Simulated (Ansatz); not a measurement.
`C[NH][GaH][CH2]F` + H₂ → `C[NH][GaH][CH3]` + H–F at 600 K and 1 bar (hydrogenolysis of a C–F bond).

Computed with Ansatz on PBE0-D4/def2-TZVP structures; ΔE is electronic, products minus reactants. CBS: MP2 limit from def2 TZ/QZ plus the TZ coupled-cluster correction, frozen cores. This one scheme is used for every species. For Ga outer-core shells are correlated without core-valence functions, which leaves a few kJ/mol of doubt a bond. Scalar relativity is left out up to krypton. Each species was taken in one conformer, which may not be the lowest.

| species | CCSD(T)/CBS energy (Eh) | H − E (kJ/mol) | S (J/(mol·K)) |
| --- | --- | --- | --- |
| `C[NH][GaH][CH2]F` | -2158.74211 | 304.2 | 468.9 |
| H₂ | -1.17544 | 43.9 | 150.8 |
| `C[NH][GaH][CH3]` | -2059.57505 | 317.5 | 455.4 |
| H–F | -100.39570 | 42.3 | 194.0 |

H − E and S are ideal-gas, rigid-rotor, harmonic terms from PBE0-D4/def2-TZVP, for one conformer and one mirror image of each species. The MP2-based limit puts H₂ 0.8 mEh under its directly extrapolated value; such offsets cancel only in part. 1 Eh = 2625.50 kJ/mol, R = 8.31446 J/(mol·K).

**Question.** By hand: ΔE, ΔH, ΔS and ΔG.

**Answer.** ΔE = (-2059.57505) + (-100.39570) − (-2158.74211) − (-1.17544) = -0.05320 Eh = -139.7 kJ/mol. Δ(H − E) = 317.5 + 42.3 − 304.2 − 43.9 = 11.7, so ΔH = -128.0 kJ/mol. ΔS = 455.4 + 194.0 − 468.9 − 150.8 = 29.7 J/(mol·K). ΔG = -128.0 − 600 × (29.7)/1000 = -145.8 kJ/mol.

**Question.** By hand: the equilibrium constant, and the temperature at which ΔG would vanish if ΔH and ΔS stayed fixed.

**Answer.** log₁₀ K = −ΔG/(RT ln 10) = 12.7. ΔH and −TΔS have one sign here, so there is no such temperature.

ΔH outweighs TΔS. A doubt of 5 kJ/mol in ΔE shifts log₁₀ K by 0.4 here. Other conformers and mirror images would add mixing entropy, several J/(mol·K) or more a flexible species. Modes under 60 cm⁻¹, often nearly free rotors, make the harmonic entropy too high. These are equilibria of isolated gas molecules and say nothing of rates. Largest T1 diagnostic: 0.014 (customary marks: 0.02 for closed shells, 0.045 for open ones).
